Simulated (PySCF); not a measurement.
**Broadened absorption spectrum of CH3NSeSi**

CH3NSeSi.
SMILES: `N#C[SiH2][SeH]`

Level of theory: TDDFT CAM-B3LYP/def2-SVPD, vertical, gas phase, core orbitals frozen in the response in PySCF 2.14.0, density-fitted response routines. Geometry: PBE0-D3(BJ)/def2-SVP, one conformer, isolated molecule. Relativistic effects, spin–orbit coupling among them, are left out although an element past zinc is present. Torsions of this conformer, `[N:1]#[C:2][SiH2:3][SeH:4]`: H–Se4–Si3–C2 67°.

Broadening: Gaussians 0.25 eV wide at half height, area fixed by f = 4.319×10⁻⁹ ∫ε dν̃. The width is an assumption, not a result. The curve ends short of the highest state used, and states not computed would add to its high-energy end.

(λ (nm), ε (L mol⁻¹ cm⁻¹)): (174.0, 6922), (175.9, 5470), (177.7, 3288), (179.5, 1712), (181.4, 814), (183.2, 365), (185.0, 141), (186.9, 58), (188.7, 73), (190.5, 152), (192.3, 254), (194.2, 309), (196.0, 271), (197.8, 177), (199.7, 83), (201.5, 31), (203.3, 9), (205.2, 2), (207.0, 1), (208.8, 4), (210.7, 23), (212.5, 90), (214.3, 274), (216.1, 669), (218.0, 1358), (219.8, 2150), (221.6, 2804), (223.5, 3049), (225.3, 2786), (227.1, 2224), (229.0, 1612), (230.8, 1204), (232.6, 983), (234.5, 854), (236.3, 736), (238.1, 587), (239.9, 419), (241.8, 258), (243.6, 145), (245.4, 72), (247.3, 31), (249.1, 12), (250.9, 4), (252.8, 1)

Q: Where are the band maxima, and which computed states make them?

A: 223 nm (5.55 eV), ε about 3000, made up of S2 (99%); 194 nm (6.38 eV), ε about 310, made up of S3 (100%) (ε in L mol⁻¹ cm⁻¹; maxima over ε = 5, shares over 10%). At its high-energy end, 7.12 eV, the curve is still rising (ε about 6900, from S6). The states used: S1 5.28 eV (f 0.0067); S2 5.55 eV (f 0.028); S3 6.38 eV (f 0.0029); S4 6.81 eV (f 0.0009); S5 6.94 eV (f 0.0081); S6 7.12 eV (f 0.055); S7 7.21 eV (f 0.0028); S8 7.29 eV (f 0.019); S9 7.70 eV (f 0.058); S10 7.72 eV (f 0.051).

Q: On this curve, what absorbance would a 10⁻³ mol/L sample give at 222 nm over a 1 cm path?

A: 222 nm is 5.585 eV, where ε is about 2900 L mol⁻¹ cm⁻¹, so A = ε c l ≈ 2.9 (Beer–Lambert, with the gas-phase spectrum and the assumed width).

Q: What would ε be at 5.55 eV, the highest of these maxima, with half the width (0.125 eV)?

A: About 6040 L mol⁻¹ cm⁻¹ against 3050, a factor of about 1.98; a lone state at its own centre would give exactly 2.

Q: Coming from long wavelengths, where does ε first pass 100 L mol⁻¹ cm⁻¹?

A: At about 245 nm (5.07 eV), 0.21 eV below S1.

The vertical ionisation energy (ΔSCF) is 10.02 eV, 2.30 eV above S10.
